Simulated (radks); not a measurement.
Charge is removed step by step from the 4f5/2 level of neutral neodymium, starting from [Xe] 4f(5/2: 4, 7/2: 0) 6s2. Calculated with a radial shooting solver on a logarithmic mesh with Libxc functionals: Dirac Kohn-Sham, PBE, spin-unpolarised, spherical densities, point nucleus.

removed (e)	E - E(0) (eV)	eigenvalue (eV)	E minus straight line (eV)
0	0.000	-1.839	0.000
0.1	0.240	-2.979	-0.587
0.2	0.598	-4.181	-1.056
0.3	1.078	-5.437	-1.402
0.4	1.687	-6.743	-1.621
0.5	2.428	-8.093	-1.706
0.6	3.307	-9.484	-1.655
0.7	4.326	-10.915	-1.462
0.8	5.491	-12.382	-1.124
0.9	6.804	-13.885	-0.638
1	8.269	-15.421	0.000

Removing the whole electron costs 8.269 eV by Delta-SCF, against 1.839 eV from minus the eigenvalue at the starting occupation. Slater's transition state (half an electron removed) gives 8.093 eV. Integrating minus the eigenvalue over the occupation (Janak's theorem) gives 8.269 eV. The mean slope of the eigenvalue, de/dn, is 13.6 eV per electron.
